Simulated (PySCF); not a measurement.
A run for PySCF: D3(BJ) and D4 dispersion corrections on C2H5BO (SMILES C=CBO).

```python
from pyscf import gto
from pyscf.dispersion import dftd3, dftd4

mol = gto.M(
    atom='''
    C     1.29842025    0.21248894    0.29140918
    C     0.41196808   -0.27959354   -0.57687677
    B    -1.11665075   -0.39437479   -0.28841871
    O    -1.76133177    0.42094288    0.58490491
    H     1.00117858    0.58790817    1.26720409
    H     2.36321647    0.24403678    0.08942391
    H     0.79668052   -0.67635750   -1.51346836
    H    -1.79476281   -1.22099938   -0.81987295
    H    -1.19871859    1.10594845    0.96569468
    ''',
    basis='def2-svp',
    charge=0, spin=0, verbose=0, max_memory=1800)
d3, d4 = {}, {}
for xc in ['hf', 'pbe', 'blyp', 'revpbe', 'tpss', 'r2scan', 'b3lyp', 'pbe0', 'bhlyp', 'camb3lyp', 'b2plyp']:
    d3[xc] = float(dftd3.DFTD3Dispersion(mol, xc=xc, version='d3bj', atm=False).get_dispersion()['energy'])
    print(f'D3(BJ) {xc:10s} {d3[xc]:14.8f} Eh')
for xc in ['hf', 'pbe', 'blyp', 'revpbe', 'tpss', 'r2scan', 'b3lyp', 'pbe0', 'bhlyp', 'camb3lyp', 'b2plyp']:
    d4[xc] = float(dftd4.DFTD4Dispersion(mol, xc={'camb3lyp': 'cam-b3lyp'}.get(xc, xc), atm=True).get_dispersion()['energy'])
    print(f'D4     {xc:10s} {d4[xc]:14.8f} Eh')
```

Output:

```
D3(BJ) hf            -0.04472466 Eh
D3(BJ) pbe           -0.00530972 Eh
D3(BJ) blyp          -0.01116692 Eh
D3(BJ) revpbe        -0.01391445 Eh
D3(BJ) tpss          -0.00658438 Eh
D3(BJ) r2scan        -0.00142272 Eh
D3(BJ) b3lyp         -0.00906571 Eh
D3(BJ) pbe0          -0.00447069 Eh
D3(BJ) bhlyp         -0.00692680 Eh
D3(BJ) camb3lyp      -0.00387179 Eh
D3(BJ) b2plyp        -0.00407518 Eh
D4     hf            -0.01887811 Eh
D4     pbe           -0.00483266 Eh
D4     blyp          -0.01098933 Eh
D4     revpbe        -0.01695719 Eh
D4     tpss          -0.00655903 Eh
D4     r2scan        -0.00117712 Eh
D4     b3lyp         -0.00776175 Eh
D4     pbe0          -0.00401257 Eh
D4     bhlyp         -0.00537548 Eh
D4     camb3lyp      -0.00398929 Eh
D4     b2plyp        -0.00335891 Eh
```

The run finished.

Cost: very roughly 0.020 core-seconds.
